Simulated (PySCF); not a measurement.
PySCF 2.14 output of an unrestricted LDA calculation on a single atom or ion in x2c-QZVPPall with one added diffuse shell each of s, p, d, f, g type (12s8p6d5f3g, 128 functions), with scalar relativity by spin-free X2C-1e:

```
SCF conv_tol = 1e-09
number electrons alpha = 14  beta = 10
    P. A. M. Dirac.,  Math. Proc. Cambridge Philos. Soc. 26, 376 (1930)
    F. Bloch.,  Z. Phys. 57, 545 (1929)
    S. H. Vosko, L. Wilk, and M. Nusair.,  Can. J. Phys. 58, 1200 (1980)
cycle= 1 E= -1388.39286489978  delta_E= -0.0214  |g|= 0.0901  |ddm|= 0.142
cycle= 2 E= -1388.39267291264  delta_E= 0.000192  |g|= 0.0946  |ddm|= 0.0615
cycle= 3 E= -1388.39396582592  delta_E= -0.00129  |g|= 0.00339  |ddm|= 0.0335
cycle= 4 E= -1388.39396723805  delta_E= -1.41e-06  |g|= 0.000171  |ddm|= 0.00112
cycle= 5 E= -1388.39396724133  delta_E= -3.28e-09  |g|= 7.69e-06  |ddm|= 4.15e-05
cycle= 6 E= -1388.39396724134  delta_E= -1.18e-11  |g|= 3.18e-07  |ddm|= 5.57e-06
converged SCF energy = -1388.39396724134  <S^2> = 6.0009535  2S+1 = 5.0003814
```

The run itself started from symmetry-adapted Hartree-Fock orbitals and held the occupation by maximum overlap, on a logarithmic radial grid, so the iterations belong to that start.

Task: Which element, charge and spin multiplicity is this?

Result: Co³⁺ (cobalt, charge +3), multiplicity 5; the state was [Ar] 3d6, high-spin 5D determinant.
